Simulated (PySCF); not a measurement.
C6H6ClO2 (doublet state).
Z-matrix (Å and degrees, GFN2-xTB geometry), rows numbered from 1:
```
C 
C   1  1.2723
Cl  2  1.8227  1  121.17
C   2  1.4976  1  129.61  3   176.43
O   4  1.4257  2  114.68  1     7.46
C   5  1.4396  4   93.74  2  -114.46
C   6  1.5207  5  114.21  4   116.64
C   6  1.5154  5   89.71  4    -1.59
O   8  1.1891  4  136.14  2   -62.80
H   1  1.0572  2  148.47  3     5.09
H   4  1.0955  2  110.10  1   135.60
H   6  1.0965  5  111.03  4  -117.23
H   7  1.0867  6  109.44  5  -172.73
H   7  1.0872  6  109.99  5   -52.55
H   7  1.0867  6  109.57  5    67.11
```

The hyperfine couplings belong to this conformer and change with its torsions.

As a line formula: `[H]/[C]=C(\Cl)[C@@H]1O[C@H](C)C1=O` [radical].

Computed, not measured: UKS B3LYP, pcH-1 on C Cl H O, non-relativistic, mean-field spin-orbit, GIAO (PySCF 2.14.0). Isolated species at its GFN2-xTB geometry (one conformer only). A GFN2-xTB geometry isn't a minimum of the functional, and hyperfine couplings can be far from their values at a DFT geometry. Stability of the SCF solution: not tested.

Principal values of hyperfine tensors in MHz (contact, dipolar and spin–orbit terms together), for some of the nuclei:

```tsv
atom	isotope	A1	A2	A3
Cl3	35Cl	1.96	4.46	96.76
C4	13C	21.07	21.86	31.40
C2	13C	8.21	23.49	39.71
H10	1H	-46.49	-19.28	26.01
H11	1H	-9.82	-8.62	-3.72
C8	13C	-5.18	-4.85	-4.04
O5	17O	-5.21	-2.93	-2.25
H14	1H	-2.21	-1.88	6.75
```

Q: Split each tensor into its isotropic and traceless parts, and turn a_iso into mT with g = 2.0017.

A: a_iso is a third of the trace, T = A − a_iso, and a(mT) = a(MHz)/(g × 13.996). The tensors hold a spin–orbit part: the run splits a_iso into a_FC + a_SO, and T includes its anisotropic share.

```tsv
atom	a_iso (MHz)	a_FC	a_SO	a_iso (mT)	T1	T2	T3
Cl3	34.39	33.13	1.27	1.228	-32.43	-29.93	62.37
C4	24.78	24.80	-0.02	0.884	-3.70	-2.92	6.62
C2	23.80	23.87	-0.07	0.850	-15.59	-0.31	15.90
H10	-13.25	-13.14	-0.12	-0.473	-33.24	-6.02	39.26
H11	-7.39	-7.39	0.00	-0.264	-2.43	-1.24	3.67
C8	-4.69	-4.69	0.00	-0.167	-0.49	-0.16	0.65
O5	-3.46	-3.45	-0.01	-0.124	-1.74	0.53	1.21
H14	0.89	0.89	0.00	0.032	-3.10	-2.76	5.86
```

Q: What spin density at the nucleus of C4 lies behind its contact coupling (g_N = 1.40482)?

A: a_FC = (2μ0/3) gₑ μB g_N μN ρ(0)/(2S·h) = 800.24 MHz × g_N × ρ(0)/(2S), with ρ in bohr⁻³. With a_FC = 24.80 MHz and 2S = 1, ρ(0) = 0.02206 bohr⁻³.

Q: C1 (13C, g_N = 1.40482) isn't in the table. Its spin density at the nucleus is 0.1954 bohr⁻³. What is its contact coupling?

A: By the same relation, a_FC = 219.7 MHz. The spin–orbit term adds -0.49 MHz. Its full tensor has the principal values 136.82, 158.12, 362.59 MHz.

Q: Which nucleus of the table has the largest anisotropic coupling, and what is its form?

A: Cl3: -32.4, -29.9, 62.4 MHz (the dipolar term alone has -32.9, -30.8, 63.7), nearly axial, close to the ratio −1:−1:+2.

Q: In a single crystal, with the field along each principal axis of the tensor of Cl3 in turn, what first-order splitting does this nucleus give (isotropic g, quadrupole terms neglected)?

A: 4 lines (I = 3/2), spaced by |A_i|/(g × 13.996): 0.07, 0.16, 3.45 mT along the axes of A1, A2 and A3.
